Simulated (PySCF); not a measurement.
## Calculated data, CH4AlO, CH4Al, CH5AlF, CH5Al2 and others

Computed with PySCF 2.14.0. Calculation on a computer-drawn molecule: the log of a Hartree-Fock and frozen-core CCSD(T) single point meant for a local Hartree-Fock minimum, with one planted fault or none, to be diagnosed. Offsets are logged minus clean, where the clean run is the same molecule without the fault. The reference is restricted for singlets and unrestricted otherwise, and also for a bond in bohr or an excited solution. Adding or removing an electron swaps singlet and doublet. The excited solution moves the top pair (singlet) or top alpha electron (doublet) to the lowest empty orbital. Highest occupied and lowest empty are orbital energies over both spins, largest force is the largest gradient component, triples share is (T) over the correlation energy, the T1 limit is 0.02 restricted and 0.045 unrestricted, electrons count all cores, a negative frequency is imaginary (commonest isotopes), and the dipole is about the centre of nuclear charge.

Common to all runs: logged SCF converged yes; logged CC converged yes; logged SCF stable within its kind yes; possible faults no fault, one electron removed, one electron added, multiplicity raised by two, geometry at a saddle point, SCF held on an excited solution, minimal basis STO-3G, one bond length entered in bohr, all coordinates scaled.

(1) 
```xyz
7
formula=CH4AlO meant_charge=1 meant_multiplicity=1 meant_basis=cc-pV(D+d)Z logged_electrons=30 logged_basis_functions=71 logged_spin_squared=0 logged_highest_occupied=-18.837 logged_lowest_empty=-3.6545 logged_largest_force=0.081008 logged_T1_diagnostic=0.01229 logged_D1_diagnostic=0.029266 logged_triples_share=0.021411 logged_dipole_magnitude=0.065768 logged_energy_HF=-356.76073 logged_energy_CCSD(T)=-357.16572 planted_fault=all_coordinates_scaled,by_-5.9_% HF_energy_offset_from_clean_run=16.86 CCSD(T)_energy_offset_from_clean_run=22.18
C      0.6843     0.1185     0.6290
Al     0.4762    -1.6771     0.6746
O      0.3034    -3.1690     0.7126
H      1.6650     0.3407     0.4183
H      0.0760     0.5116    -0.0998
H      0.4287     0.5126     1.5428
H      0.2012    -4.0497     0.7351
```

Units: logged_highest_occupied, logged_lowest_empty in eV; logged_largest_force in hartree/bohr; logged_dipole_magnitude in debye; logged_energy_HF, logged_energy_CCSD(T) in hartree; HF_energy_offset_from_clean_run, CCSD(T)_energy_offset_from_clean_run in kcal/mol.

Drawn bonds:
| atom | other atom | order |
| --- | --- | --- |
| 1 | 2 | 1 |
| 2 | 3 | 1 |
| 1 | 4 | 1 |
| 1 | 5 | 1 |
| 1 | 6 | 1 |
| 3 | 7 | 1 |

(2) 
```xyz
6
formula=CH4Al meant_charge=1 meant_multiplicity=1 meant_basis=cc-pV(D+d)Z logged_electrons=22 logged_basis_functions=57 logged_spin_squared=2.1024 logged_highest_occupied=-11.997 logged_lowest_empty=-8.421 logged_largest_force=0.13054 logged_T1_diagnostic=0.049195 logged_D1_diagnostic=0.18308 logged_triples_share=0.025568 logged_dipole_magnitude=2.4972 logged_energy_HF=-281.65349 logged_energy_CCSD(T)=-281.86518 planted_fault=multiplicity_raised_by_two HF_energy_offset_from_clean_run=122.2 CCSD(T)_energy_offset_from_clean_run=133.2
C     -1.7868     1.6506    -1.2525
Al    -1.2062     3.3312    -0.5319
H     -1.4517     0.8315    -0.6100
H     -2.8784     1.6273    -1.3159
H     -1.3707     1.5084    -2.2538
H     -0.7385     4.6849     0.0488
```

Units: logged_highest_occupied, logged_lowest_empty in eV; logged_largest_force in hartree/bohr; logged_dipole_magnitude in debye; logged_energy_HF, logged_energy_CCSD(T) in hartree; HF_energy_offset_from_clean_run, CCSD(T)_energy_offset_from_clean_run in kcal/mol.

Drawn bonds:
| atom | other atom | order |
| --- | --- | --- |
| 1 | 2 | 1 |
| 1 | 3 | 1 |
| 1 | 4 | 1 |
| 1 | 5 | 1 |
| 2 | 6 | 1 |

Notes: T1 above single-reference limit.

(3) 
```xyz
6
formula=CH4Al meant_charge=1 meant_multiplicity=1 meant_basis=cc-pV(D+d)Z logged_electrons=22 logged_basis_functions=57 logged_spin_squared=0 logged_highest_occupied=-17.28 logged_lowest_empty=-4.5217 logged_largest_force=0.042715 logged_T1_diagnostic=0.01173 logged_D1_diagnostic=0.024251 logged_triples_share=0.026971 logged_dipole_magnitude=2.0199 logged_energy_HF=-281.83202 logged_energy_CCSD(T)=-282.06671 planted_fault=all_coordinates_scaled,by_+6.6_% HF_energy_offset_from_clean_run=10.21 CCSD(T)_energy_offset_from_clean_run=6.775
C     -1.9047     1.7596    -1.3352
Al    -1.2858     3.5511    -0.5670
H     -1.5475     0.8864    -0.6503
H     -3.0683     1.7347    -1.4028
H     -1.4612     1.6080    -2.4026
H     -0.7872     4.9942     0.0520
```

Units: logged_highest_occupied, logged_lowest_empty in eV; logged_largest_force in hartree/bohr; logged_dipole_magnitude in debye; logged_energy_HF, logged_energy_CCSD(T) in hartree; HF_energy_offset_from_clean_run, CCSD(T)_energy_offset_from_clean_run in kcal/mol.

Drawn bonds:
| atom | other atom | order |
| --- | --- | --- |
| 1 | 2 | 1 |
| 1 | 3 | 1 |
| 1 | 4 | 1 |
| 1 | 5 | 1 |
| 2 | 6 | 1 |

(4) 
```xyz
8
formula=CH5AlF meant_charge=-1 meant_multiplicity=1 meant_basis=aug-cc-pV(D+d)Z logged_electrons=34 logged_basis_functions=123 logged_spin_squared=0 logged_highest_occupied=-5.3729 logged_lowest_empty=3.4334 logged_largest_force=2.378e-05 logged_lowest_frequency=131.28 logged_T1_diagnostic=0.012364 logged_D1_diagnostic=0.028005 logged_triples_share=0.024416 logged_dipole_magnitude=2.3335 logged_energy_HF=-382.25768 logged_energy_CCSD(T)=-382.76922 planted_fault=no_fault HF_energy_offset_from_clean_run=0 CCSD(T)_energy_offset_from_clean_run=0
C     -1.0832    -1.4902    -0.4480
Al    -0.2245    -1.4114     1.3844
F      1.2608    -2.2634     1.3158
H     -1.2798    -2.5239    -0.7659
H     -2.0464    -0.9597    -0.4728
H     -0.4471    -1.0334    -1.2193
H     -1.1847    -2.1304     2.5092
H      0.0880     0.1448     1.8139
```

Units: logged_highest_occupied, logged_lowest_empty in eV; logged_largest_force in hartree/bohr; logged_lowest_frequency in cm⁻¹; logged_dipole_magnitude in debye; logged_energy_HF, logged_energy_CCSD(T) in hartree; HF_energy_offset_from_clean_run, CCSD(T)_energy_offset_from_clean_run in kcal/mol.

Drawn bonds:
| atom | other atom | order |
| --- | --- | --- |
| 1 | 2 | 1 |
| 2 | 3 | 1 |
| 1 | 4 | 1 |
| 1 | 5 | 1 |
| 1 | 6 | 1 |
| 2 | 7 | 1 |
| 2 | 8 | 1 |

(5) 
```xyz
8
formula=CH5Al2 meant_charge=1 meant_multiplicity=1 meant_basis=cc-pV(D+d)Z logged_electrons=36 logged_basis_functions=28 logged_spin_squared=0 logged_highest_occupied=-12.246 logged_lowest_empty=1.7164 logged_largest_force=0.035464 logged_T1_diagnostic=0.0087863 logged_D1_diagnostic=0.02722 logged_triples_share=0.010135 logged_dipole_magnitude=3.6924 logged_energy_HF=-518.19476 logged_energy_CCSD(T)=-518.34369 planted_fault=minimal_basis_STO-3G HF_energy_offset_from_clean_run=3871 CCSD(T)_energy_offset_from_clean_run=3969
C      0.1641    -1.7811    -1.6135
Al     0.3257     0.0163    -0.9048
Al    -0.7861     0.3613     1.5709
H     -0.8833    -2.0932    -1.6801
H      0.6007    -1.8419    -2.6140
H      0.6796    -2.5061    -0.9747
H      0.9398     1.3750    -1.3670
H     -1.4179     0.5745     2.9871
```

Units: logged_highest_occupied, logged_lowest_empty in eV; logged_largest_force in hartree/bohr; logged_dipole_magnitude in debye; logged_energy_HF, logged_energy_CCSD(T) in hartree; HF_energy_offset_from_clean_run, CCSD(T)_energy_offset_from_clean_run in kcal/mol.

Drawn bonds:
| atom | other atom | order |
| --- | --- | --- |
| 1 | 2 | 1 |
| 2 | 3 | 1 |
| 1 | 4 | 1 |
| 1 | 5 | 1 |
| 1 | 6 | 1 |
| 2 | 7 | 1 |
| 3 | 8 | 1 |

(6) 
```xyz
8
formula=CH5Al2 meant_charge=1 meant_multiplicity=1 meant_basis=cc-pV(D+d)Z logged_electrons=36 logged_basis_functions=85 logged_spin_squared=0 logged_highest_occupied=-14.778 logged_lowest_empty=-4.8895 logged_largest_force=2.695e-05 logged_lowest_frequency=58.338 logged_T1_diagnostic=0.011621 logged_D1_diagnostic=0.029418 logged_triples_share=0.024468 logged_dipole_magnitude=3.7345 logged_energy_HF=-524.36438 logged_energy_CCSD(T)=-524.66828 planted_fault=no_fault HF_energy_offset_from_clean_run=0 CCSD(T)_energy_offset_from_clean_run=0
C      0.1641    -1.7811    -1.6135
Al     0.3257     0.0163    -0.9048
Al    -0.7861     0.3613     1.5709
H     -0.8833    -2.0932    -1.6801
H      0.6007    -1.8419    -2.6140
H      0.6796    -2.5061    -0.9747
H      0.9398     1.3750    -1.3670
H     -1.4179     0.5745     2.9871
```

Units: logged_highest_occupied, logged_lowest_empty in eV; logged_largest_force in hartree/bohr; logged_lowest_frequency in cm⁻¹; logged_dipole_magnitude in debye; logged_energy_HF, logged_energy_CCSD(T) in hartree; HF_energy_offset_from_clean_run, CCSD(T)_energy_offset_from_clean_run in kcal/mol.

Drawn bonds:
| atom | other atom | order |
| --- | --- | --- |
| 1 | 2 | 1 |
| 2 | 3 | 1 |
| 1 | 4 | 1 |
| 1 | 5 | 1 |
| 1 | 6 | 1 |
| 2 | 7 | 1 |
| 3 | 8 | 1 |

(7) 
```xyz
8
formula=CH4Al2Cl meant_charge=0 meant_multiplicity=2 meant_basis=cc-pV(D+d)Z logged_electrons=52 logged_basis_functions=103 logged_spin_squared=0 logged_highest_occupied=-15.503 logged_lowest_empty=-5.9613 logged_largest_force=0.039942 logged_T1_diagnostic=0.0161 logged_D1_diagnostic=0.049355 logged_triples_share=0.029038 logged_dipole_magnitude=4.2918 logged_energy_HF=-983.34411 logged_energy_CCSD(T)=-983.79487 planted_fault=one_electron_removed HF_energy_offset_from_clean_run=155 CCSD(T)_energy_offset_from_clean_run=155.4
C     -2.1197     1.2686    -0.6111
Al    -0.2090     0.7975    -0.7071
Al     1.7145     2.5348    -0.1415
Cl     2.5782     2.5788     1.8305
H     -2.3270     2.1722    -0.0313
H     -2.6979     0.4458    -0.1743
H     -2.5159     1.4246    -1.6229
H      0.2090    -0.5771    -1.3863
```

Units: logged_highest_occupied, logged_lowest_empty in eV; logged_largest_force in hartree/bohr; logged_dipole_magnitude in debye; logged_energy_HF, logged_energy_CCSD(T) in hartree; HF_energy_offset_from_clean_run, CCSD(T)_energy_offset_from_clean_run in kcal/mol.

Drawn bonds:
| atom | other atom | order |
| --- | --- | --- |
| 1 | 2 | 1 |
| 2 | 3 | 1 |
| 3 | 4 | 1 |
| 1 | 5 | 1 |
| 1 | 6 | 1 |
| 1 | 7 | 1 |
| 2 | 8 | 1 |

(8) 
```xyz
11
formula=CH7Al2N meant_charge=0 meant_multiplicity=1 meant_basis=cc-pV(D+d)Z logged_electrons=46 logged_basis_functions=35 logged_spin_squared=0 logged_highest_occupied=-7.2434 logged_lowest_empty=9.1891 logged_largest_force=0.044001 logged_T1_diagnostic=0.016331 logged_D1_diagnostic=0.071009 logged_triples_share=0.019289 logged_dipole_magnitude=0.62808 logged_energy_HF=-573.32129 logged_energy_CCSD(T)=-573.54021 planted_fault=minimal_basis_STO-3G HF_energy_offset_from_clean_run=4381 CCSD(T)_energy_offset_from_clean_run=4568
C     -0.1716     1.5520    -1.9392
Al    -0.9512    -0.2013    -1.5341
N     -2.4873    -0.3683    -0.6263
Al    -3.6256     0.8022     0.0922
H     -0.0881     1.6934    -3.0239
H     -0.7458     2.3916    -1.5375
H      0.8480     1.6220    -1.5412
H     -0.2422    -1.5395    -2.0029
H     -2.7649    -1.3308    -0.4955
H     -4.9134     0.2698     0.8385
H     -3.3202     2.3457    -0.0340
```

Units: logged_highest_occupied, logged_lowest_empty in eV; logged_largest_force in hartree/bohr; logged_dipole_magnitude in debye; logged_energy_HF, logged_energy_CCSD(T) in hartree; HF_energy_offset_from_clean_run, CCSD(T)_energy_offset_from_clean_run in kcal/mol.

Drawn bonds:
| atom | other atom | order |
| --- | --- | --- |
| 1 | 2 | 1 |
| 2 | 3 | 1 |
| 3 | 4 | 1 |
| 1 | 5 | 1 |
| 1 | 6 | 1 |
| 1 | 7 | 1 |
| 2 | 8 | 1 |
| 3 | 9 | 1 |
| 4 | 10 | 1 |
| 4 | 11 | 1 |
